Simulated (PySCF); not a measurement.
Task: Give a PBE0-D3(BJ)/def2-SVP geometry of `[CH3][GeH]([CH3])[PH2]`.

Result: 
Z-matrix in Å and degrees, rows numbered from 1:
```
C 
Ge  1  1.9554
C   2  1.9546  1  110.54
P   2  2.3337  1  112.31  3   120.53
H   1  1.1008  2  110.40  3    59.76
H   1  1.1001  2  110.02  3   -59.98
H   1  1.0995  2  110.74  3  -179.93
H   2  1.5464  1  109.81  3  -121.24
H   3  1.0995  2  110.52  1  -177.57
H   3  1.1002  2  110.30  1    62.50
H   3  1.1002  2  110.41  1   -57.39
H   4  1.4312  2   93.44  1   -46.08
H   4  1.4304  2   93.93  1    47.27
```

Ge2 (germanium bonded to 2 C, P and H) is tetrahedral (angles from 106.4° to 112.3°). P4 (three-coordinate phosphorus) is pyramidal (angles 93.9°, 93.4° and 93.1°, sum 280.5°, 0.87 Å off the plane of its three neighbours).

Method used: PySCF 2.14.0, PBE0-D3(BJ)/def2-SVP geometry optimisation, gas phase.

PBE0-D3(BJ)/def2-SVP frequencies: not computed here. One conformer, not necessarily the lowest (C1–Ge2–P4–H -46° and 47°).
